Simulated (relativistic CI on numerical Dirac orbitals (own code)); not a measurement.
# Mn6+ in a cubic cluster: 2p photoemission with charge transfer

Computed with a charge-transfer multiplet model of a cubic metal-ligand cluster with up to 2 ligand holes, Slater and spin-orbit integrals from Dirac-Coulomb-Breit ions, Slater integrals scaled by 0.8. The parameters are those of a tetrahedral site (10Dq negative, t2 hopping the larger). The ground state mixes d1 with configurations of k ligand holes L, whose averages lie at kΔ + k(k − 1)U_dd/2; a core hole lowers each added d electron by U_cd. 20 K, Lorentzian 0.6 eV and Gaussian 0.8 eV FWHM.

Atomic integrals in eV (Slater integrals scaled, ζ unscaled), ground: F2dd 10.611, F4dd 6.708, zeta_d 0.064; with the core hole: F2dd 10.611, F4dd 6.708, zeta_d 0.092, zeta_core 6.783, F2cd 7.779, G1cd 6.265, G3cd 3.572. Where a configuration has fewer than two d electrons, the dd integrals are those of d2.

Cluster parameters (eV): Δ = 0.6, U_cd = 8.1, 10Dq = -0.45, 10Dq(ligand) = 0, V(eg) = 1.05, V(t2g) = -1.78, final-state hopping factor = 1.

| Case | n_d | d1 | d2L | d3L2 | S |
| --- | --- | --- | --- | --- | --- |
| U_dd = 6.7 eV | 1.81 | 0.31 | 0.57 | 0.12 | 0.50 |
| U_dd = 7.4 eV | 1.79 | 0.32 | 0.57 | 0.11 | 0.50 |
| U_dd = 8.8 eV | 1.75 | 0.34 | 0.57 | 0.09 | 0.50 |

Weights, n_d and S are thermal averages at 20 K. Binding energies count from the first peak over 30 % of the highest in each spectrum, which can be another peak from case to case. The parameters are a model scan and need not match a compound or its usual spin state. Peaks in eV (height, largest 100):
- U_dd = 6.7 eV: 0.0 (100), 5.7 (14), 11.6 (70), 16.1 (14), 22.3 (11)
- U_dd = 7.4 eV: 0.0 (100), 5.7 (14), 6.9 (13), 11.5 (70), 16.0 (13), 22.3 (10)
- U_dd = 8.8 eV: 0.0 (100), 5.9 (12), 7.3 (12), 11.4 (71), 15.8 (13), 22.5 (9)

For the case U_dd = 6.7 eV, Δ = 0.6 eV is smaller than U_dd = 6.7 eV, the charge-transfer side of the Zaanen-Sawatzky-Allen scheme. With the core hole the average of the configuration with one ligand hole lies at Δ − U_cd = -7.5 eV before mixing: it lies below the unscreened one, so the lowest final states are mostly screened and the unscreened weight appears at higher binding energy as a satellite.

With at most 2 ligand holes the space is cut while the next configuration still counts, so covalency is underestimated, and a final configuration with one more ligand hole, which can lie low, is missing from the spectra.
